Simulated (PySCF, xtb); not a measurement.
H6P2Si, SMILES P[SiH2]P.

xtb with GFN2-xTB at its own geometry gives an orbital gap of 4.06 eV and a dipole moment of 0.54 D.

Geometry optimised at PBE0-D3(BJ)/def2-SVP. The values are those of a single conformer.

Problem. What does B3LYP/def2-TZVPD (PySCF) give? (Estimate from the structure and the level; the computed values follow.)

Solution. gap 6.19 eV (levels -6.87 and -0.68 eV), dipole 0.66 D.
